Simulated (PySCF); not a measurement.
**Magnesium: a sound run and one with changed settings**

Sound run: Mg²⁺ [Ne], Mg³⁺ [He] 2s2 2p5. All numbers are calculated (PySCF 2.14, the non-relativistic Hamiltonian (point nucleus), in aug-cc-pVDZ (5s4p2d, 27 functions)). In the sound run the correlated levels freeze [He] 2s2. The sound run starts from symmetry-adapted Hartree-Fock orbitals and uses a fine grid where one is needed.

Changed run: basis STO-3G. This setting is unsound on purpose.

| species | method | sound run (hartree) | changed run (hartree) | converged |
| --- | --- | --- | --- | --- |
| Mg²⁺ | UHF | -198.82424 | -196.51193 | yes |
| Mg²⁺ | BP86 | -199.23891 | -196.85889 | yes |
| Mg²⁺ | M06-L | -199.25345 | -196.88304 | yes |
| Mg²⁺ | MP2 | -198.82609 | -196.52354 | yes |
| Mg²⁺ | CCSD(T) | -198.82607 | -196.52413 | yes |
| Mg³⁺ | UHF | -195.84641 | -193.66671 | yes |
| Mg³⁺ | BP86 | -196.20417 | -193.95902 | yes |
| Mg³⁺ | M06-L | -196.22161 | -193.97323 | yes |
| Mg³⁺ | MP2 | -195.84685 | -193.66971 | yes |
| Mg³⁺ | CCSD(T) | -195.84687 | -193.66995 | yes |

Ionisation energy of Mg²⁺:

| method | sound run (eV) | changed run (eV) |
| --- | --- | --- |
| UHF | 81.031 | 77.423 |
| BP86 | 82.579 | 78.910 |
| M06-L | 82.501 | 79.180 |
| MP2 | 81.069 | 77.657 |
| SCS-MP2 | 81.067 | 77.643 |
| CCSD | 81.067 | 77.657 |
| CCSD(T) | 81.068 | 77.666 |

A minimal basis cannot let orbitals breathe on ionisation and holds almost no correlation.

For comparison, NIST gives 80.144 eV between the lowest levels.
